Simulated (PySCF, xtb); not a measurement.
HO3, SMILES [O]OO, multiplicity 2.

Geometry optimised at TPSSh-D3(BJ)/def2-TZVP. The values are those of a single conformer.

The numbers are results of C-PCM-ωB97X/def2-SVP in PySCF, not measurements.

The values are the electrostatic part of the solvation free energy, E(continuum) − E(gas) at the gas-phase geometry, in a cavity of scaled van der Waals radii (PySCF's table); cavitation and dispersion terms are not included. The dipole moment in vacuum is 2.12 D.

Computed values in water (ε = 78.36), ethylethanoate (ε = 5.99), chlorobenzene (ε = 5.70):
```
solvent             ε  ΔG(elec) (kcal/mol)  dipole (D)
--------------  -----  -------------------  ----------
water           78.36                 -4.5        2.59
ethylethanoate   5.99                 -3.7        2.50
chlorobenzene    5.70                 -3.6        2.50
```

For comparison, GFN2-xTB/ALPB(water) (xtb, at the GFN2-xTB geometry, all terms of that model) gives -6.6 kcal/mol.
